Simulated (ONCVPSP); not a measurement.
**Varying the ONCV potential for Si (Z = 14)**

Base potential:

ONCVPSP 4.0.1 input, shortened (lines: element, Z, core and valence counts, functional; n l f; lmax; l rc ep ncon nbas qcut; lloc lpopt rc5 dvloc0; l nproj debl; icmod fcfact rcfact), PBEsol, scalar-relativistic:

```
  Si 14.00    3    2  -116133      upf
    1    0    2.00
    2    0    2.00
    2    1    6.00
    3    0    2.00
    3    1    2.00
    2
    0    2.00    0.00    4    7    4.00
    1    1.80    0.00    4    8    5.00
    2    1.55    0.25    4    8    6.00
    4    5    1.30    0.00
    0    2    1.00
    1    2    0.60
    2    3    1.20
    0    0.00    0.00
```

Cutoffs, loose and tight: the cutoffs (Ha) at which the residual kinetic energy of the hardest occupied pseudo-wave falls to 1 and 0.1 mHa per electron. They do not see the model core or the augmentation charge, which bear on the density cutoff. Test errors are all-electron minus pseudo excitation energies from the reference, over the configurations 3s2 3p1; 3s2 3p0; 3s1 3p0; 3s2 3p1.5. A dash means not determined; rows that change the core or the reference have their own tests.

For the base: The cutoffs count occupied waves only; projector 3 of the d channel, the hardest unoccupied one, needs 23 Ha at the loose tolerance.

A true bound ghost makes a file unfit for plane-wave use even where its test errors are small: the radial tests pick states by their node count and pass the ghost by.

| change | outcome | cutoff, loose | cutoff, tight | bound ghosts | GHOST(+) flags above zero | largest test error (meV) |
| --- | --- | --- | --- | --- | --- | --- |
| base | generated | 7.0 Ha | 17 Ha | d | s | +66 |
| local potential polynomial inside 1.30 bohr (lpopt 5, dvloc0 -2 Ha) | generated | 7.0 Ha | 17 Ha | none | s, d | +66 |
| local potential polynomial inside 1.30 bohr (lpopt 5, dvloc0 -1 Ha) | generated | 7.0 Ha | 17 Ha | none | s | +66 |
| local potential polynomial inside 1.30 bohr (lpopt 5, dvloc0 0.5 Ha) | generated | 7.0 Ha | 17 Ha | d | s, d | +66 |
| local potential polynomial inside 1.30 bohr (lpopt 5, dvloc0 1 Ha) | generated | 7.0 Ha | 17 Ha | none | s, d | +66 |
| local potential polynomial inside 1.30 bohr (lpopt 5, dvloc0 2.5 Ha) | generated | 7.0 Ha | 17 Ha | none | s, d | +66 |
| local potential polynomial inside 1.30 bohr (lpopt 5, dvloc0 4 Ha) | generated | 7.0 Ha | 17 Ha | none | s, d | +66 |
| local potential polynomial inside 1.30 bohr (lpopt 5, dvloc0 5 Ha) | generated | 7.0 Ha | 17 Ha | none | d | +66 |
| local potential polynomial inside 1.30 bohr (lpopt 5, dvloc0 6.5 Ha) | generated | 7.0 Ha | 17 Ha | none | d | +66 |
| local potential polynomial inside 1.30 bohr (lpopt 5, dvloc0 8 Ha) | generated | 7.0 Ha | 17 Ha | none | p, d | +66 |

Problem. What comes out with this change to the base: local potential polynomial inside 1.30 bohr (lpopt 5, dvloc0 9.5 Ha)?

Solution. outcome: generated; cutoff, loose: 7.0 Ha; cutoff, tight: 17 Ha; bound ghosts: p; GHOST(+) flags above zero: d; largest test error (meV): +66.

Reading the sweep of the dvloc0 (base included, trends over the rows without a ghost): The loose cutoff stays near 7.0 Ha. The median size of the test errors (rows with all tests solved) stays near 3.3 meV. Bound ghosts are found at 0, 0.5, 9.5 Ha.
